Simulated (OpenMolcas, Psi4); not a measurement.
**Predicting a hybrid from its neighbours: GaCl**

GaCl: 2 atoms, total charge 0, spin state singlet. As SMILES, `[Cl][Ga]`. The coordinates come from a PBE0-D4/def2-TZVP relaxation.

The dipole moment y, in D, basis cc-pVTZ; a is the functional's share of exact exchange. Programs: OpenMolcas 26.06, Psi4 1.11.

| functional | program | a | y (D) |
| --- | --- | --- | --- |
| PBE | Psi4 | 0 | 2.19 |
| BLYP | Psi4 | 0 | 2.25 |
| TPSSh | Psi4 | 0.1 | 2.25 |
| B3LYP | Psi4 | 0.2 | 2.39 |
| PBE0 | OpenMolcas | 0.25 | ? |
| BHLYP | OpenMolcas | 0.5 | 2.50 |

Question: Fit y = c + s·a to the known rows and predict PBE0.

Answer: 
1. Means of the 5 rows: a = 0.1600, y = 2.316.
2. Σ(Δa)² = 0.172, Σ(Δa·Δy) = 0.1002, so the slope is 0.1002/0.172 = 0.58256.
3. Intercept: 2.316 − (0.58256) × 0.1600 = 2.223. The largest residual of the fit is 0.050.
4. PBE0: 2.223 + (0.58256) × 0.25 = 2.37 D.

The run gave 2.34 D, so the prediction is off by +0.03 D, within the largest residual. More exact exchange makes the molecule more polar here. The rows mix families of semi-local functionals, which the line can't see.
